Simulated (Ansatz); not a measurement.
Gas-phase reaction R1 → 3 P1 + P2, each structure at its B3LYP-D3(BJ)/def2-TZVP stationary point, reached from a drawn start (curvature not checked).
R1: O3S (SMILES O=S(=O)=O), charge 0, multiplicity 1.
P1: O atom, charge 0, multiplicity 3.
P2: S atom, charge 0, multiplicity 3.

P less R. No zero-point or thermal terms; singlets are restricted closed shells; open shells are unrestricted; no spin–orbit coupling.

Cores are frozen in the correlated methods.

Programs: Ansatz (Gaussian basis) for Hartree–Fock, density functionals and correlated methods. No computed number here is a measurement.

Total energies in hartree:

| structure | PBE/def2-TZVPP | r2SCAN/def2-TZVPP | CCSD(T)/cc-pV(Q+d)Z |
|---|---|---|---|
| R1 | -623.563240 | -623.819639 | -623.181818 |
| P1 | -75.009672 | -75.058615 | -74.993565 |
| P2 | -397.938368 | -398.083708 | -397.667852 |

Task: Work out the reaction energy at each level in kcal/mol (1 hartree = 627.50947 kcal/mol), and say how far PBE/def2-TZVPP lies from CCSD(T)/cc-pV(Q+d)Z.

Result: 
- PBE/def2-TZVPP: 3 × (-75.009672) + (-397.938368) − (-623.563240) = 0.595856 hartree = 373.91 kcal/mol
- r2SCAN/def2-TZVPP: 3 × (-75.058615) + (-398.083708) − (-623.819639) = 0.560086 hartree = 351.46 kcal/mol
- CCSD(T)/cc-pV(Q+d)Z: 3 × (-74.993565) + (-397.667852) − (-623.181818) = 0.533271 hartree = 334.63 kcal/mol
PBE/def2-TZVPP less CCSD(T)/cc-pV(Q+d)Z: 39.28 kcal/mol. CCSD(T)/cc-pV(Q+d)Z is the level counted from, the highest shown, and no exact or measured value.

Ansatz is a quantum-chemistry and plane-wave program.
